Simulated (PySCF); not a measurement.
Can point charges reproduce the dipole moment of `C=C/C=C\C(/C=N\C)=C`?

Coordinates (GFN2-xTB, Å) and charges (e) from the PBE0/pcSseg-1 density (PySCF):

```
atom       x       y       z  Mulliken      IAO  Hirshfeld  ESP-fitted
  C1   2.021  -2.695  -0.599   -0.1324  -0.3026    -0.0895     -0.4849
  C2   1.276  -1.627  -0.320   -0.1979  -0.1418    -0.0482     -0.1133
  C3   1.611  -0.698   0.728   -0.1041  -0.1422    -0.0436     +0.0396
  C4   0.907   0.373   1.130   -0.0219  -0.1568    -0.0500     -0.5767
  C5  -0.390   0.829   0.659   -0.3810  -0.0313    +0.0015     +0.5428
  C6  -0.803   2.077   0.913   -0.0336  -0.2984    -0.0826     -0.7654
  C7  -1.304  -0.120  -0.019   +0.1313  +0.0056    +0.0418     +0.1565
  N8  -1.915  -0.005  -1.114   -0.4215  -0.2646    -0.1484     -0.4761
  C9  -1.743   1.117  -1.986   -0.1168  -0.3149    -0.0782     -0.1266
 H10   2.911  -2.926  -0.036   +0.1125  +0.1457    +0.0461     +0.2017
 H11   1.767  -3.375  -1.394   +0.1182  +0.1570    +0.0502     +0.1951
 H12   0.389  -1.424  -0.902   +0.1447  +0.1552    +0.0400     +0.2157
 H13   2.560  -0.888   1.217   +0.0981  +0.1488    +0.0481     +0.1228
 H14   1.344   1.008   1.892   +0.0906  +0.1498    +0.0465     +0.2130
 H15  -0.185   2.780   1.449   +0.1116  +0.1512    +0.0498     +0.2580
 H16  -1.774   2.426   0.607   +0.1163  +0.1552    +0.0498     +0.2749
 H17  -1.497  -1.036   0.534   +0.1310  +0.1504    +0.0436     +0.0305
 H18  -0.909   1.778  -1.723   +0.1064  +0.1198    +0.0264     +0.0684
 H19  -1.601   0.725  -2.994   +0.1256  +0.1573    +0.0470     +0.1046
 H20  -2.671   1.692  -1.987   +0.1230  +0.1566    +0.0500     +0.1194
```

Question: Compute μ = Σ q r for each scheme (1 e·Å = 4.803 D) and compare with the dipole of the full density.

Answer: The full density gives (1.14, 1.17, 0.53) D, 1.72 D in size; dipole vectors point from the negative to the positive end.

| scheme | μx | μy | μz | size (D) | share of the full size (%) | angle to the full dipole (°) |
| --- | --- | --- | --- | --- | --- | --- |
| Mulliken | 1.07 | 1.10 | -0.24 | 1.55 | 91 | 27 |
| IAO | 0.83 | 0.79 | 0.38 | 1.21 | 70 | 2 |
| Hirshfeld | 0.49 | 0.44 | 0.50 | 0.83 | 48 | 20 |
| ESP-fitted | 1.12 | 1.21 | 0.52 | 1.73 | 101 | 1 |

Question: Which set comes closest?

Answer: Length of the difference vector: ESP-fitted 0.04 D, IAO 0.51 D, Mulliken 0.78 D, Hirshfeld 0.98 D. Closest: ESP-fitted. 

Question: What is left for the Hirshfeld atoms' own dipoles?

Answer: The Hirshfeld atoms' densities add up to the full density, so μ = Σ q r + Σ (atomic dipoles). The atomic dipoles sum to (1.14, 1.17, 0.53) − (0.49, 0.44, 0.50) = (0.65, 0.73, 0.03) D, 0.98 D in size.

Question: With the origin at the mean of the coordinates, (0.000, 0.001, -0.197) Å, which are the largest single terms, by size, of the IAO dipole along the direction of the full one?

Answer: N8 +1.97, C6 -1.76, H15 +1.66, H14 +1.60, C9 +1.43 D; all 20 atoms together +1.21 D. The single terms depend on the origin, their sum doesn't.

Question: Give the size of the full dipole in other units.

Answer: 1.72 D = 0.675 au = 0.357 e·Å = 5.73 × 10⁻³⁰ C·m.

Geometry: GFN2-xTB, one conformer, isolated molecule.

The run behind these numbers computed NMR shieldings as well. The run took 87 s wall (grids of density and orbitals included) on one thread, Arm Neoverse N1 (aarch64), on a shared host, and the process peaked at 0.97 GiB of memory.

Conformer computed: `[CH2:1]=[CH:2]/[CH:3]=[CH:4]\[C:5](=[CH2:6])/[CH:7]=[N:8]\[CH3:9]`: C1–C2–C3–C4 -177°, C3–C4–C5–C6 -163°, C4–C5–C7–N8 -130°.
